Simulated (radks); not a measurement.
Values are calculated unless marked as measured or tabulated.
Neutral terbium inside a hard spherical wall (all orbitals vanish at R), configuration held at [Xe] 4f9 6s2 and not refilled when levels cross. Level of theory: scalar-relativistic Kohn-Sham, r2SCAN, spin-polarised, spherical densities, finite nucleus; open shells are filled with parallel spins first (spin-orbit coupling, left out, can overturn this in heavy ions); meta-GGA in the generalised Kohn-Sham scheme; Fermi nuclear charge, rms radius 5.06 fm (a radial shooting solver on a logarithmic mesh with Libxc functionals). Eigenvalues in eV for spin up, with the zero of energy where the potential of the charges vanishes at infinity; a dash marks a level that is unbound or too diffuse for the functional's potential to be trusted. A positive occupied level is held by the wall or, in an anion where self-interaction has pushed it up, behind a barrier. The pressure on the wall is -dE/dV.

R (bohr),E (hartree),kinetic (hartree),e(5s),e(5p),e(4f),e(6s),"e(5d, empty)","e(6p, empty)",pressure (GPa)
20,-11709.4290,12601.616,-50.159,-26.613,-4.903,-3.897,-1.372,-1.087,< 0.0001
15,-11709.4290,12601.616,-50.154,-26.609,-4.899,-3.895,-1.369,-1.082,0.000205
12,-11709.4286,12601.620,-50.117,-26.572,-4.861,-3.869,-1.337,-1.022,0.00640
8,-11709.4101,12601.740,-49.399,-25.866,-4.152,-3.267,-0.686,0.121,0.641
6,-11709.3092,12602.185,-47.674,-24.200,-2.427,-1.167,1.028,3.631,7.25
5,-11709.1162,12602.911,-45.840,-22.474,-0.528,2.119,3.110,8.709,29.2
4,-11708.5105,12605.155,-42.215,-19.067,3.483,11.039,7.807,21.327,159
3,-11705.8947,12614.879,-32.445,-9.032,15.262,42.169,22.235,60.467,1430
2.5,-11701.2767,12631.060,-19.908,5.198,30.107,86.921,42.107,112.31,5540
2,-11687.6669,12674.905,10.779,41.433,61.035,194.37,90.197,230.76,27300
